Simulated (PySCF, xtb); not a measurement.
C2H6BFO, SMILES B(OCC)F.

GFN2-xTB run with xtb 6.7.1 at its own geometry gives an orbital gap of 6.91 eV and a dipole moment of 2.07 D.

The structure is a stationary point at B3LYP-D3(BJ)/def2-SVP. The structure was generated by enumeration, and PubChem lists no compound with its InChIKey, so it may never have been made. One conformer was computed; it need not be the lowest.

Q: What does ωB97X/def2-TZVP (PySCF) give? (The exact figures need the calculation; the answer reports its results.)

A: gap 14.33 eV (levels -11.67 and 2.66 eV), dipole 1.59 D.
